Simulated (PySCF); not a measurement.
C5H5N, SMILES C#CC(N)=C=C. Geometry: B3LYP-D3(BJ)/def2-SVP. This is a generated structure with no PubChem entry under its InChIKey; it may be hypothetical. Other conformers were not sampled.

Q: Give the equilibrium geometry at B3LYP-D3(BJ)/def2-SVP (PySCF confirms it by a frequency run) as Cartesian coordinates in Å. (An estimate is asked for; the answer gives what the named calculation found.)

A: This is not unique; one that fits is 
```xyz
11

C     -1.4957     1.8140     0.8570
C     -0.8909     0.8468     0.4432
C     -0.1953    -0.3213    -0.0202
N     -0.9691    -1.4941    -0.1443
C      1.0894    -0.2309    -0.3488
C      2.3377    -0.1285    -0.7253
H     -2.0221     2.6784     1.2148
H     -1.6397    -1.6076     0.6116
H     -0.4087    -2.3326    -0.2668
H      2.6133     0.0859    -1.7675
H      3.1698    -0.2454    -0.0173
```
Charge 0, spin multiplicity 1.
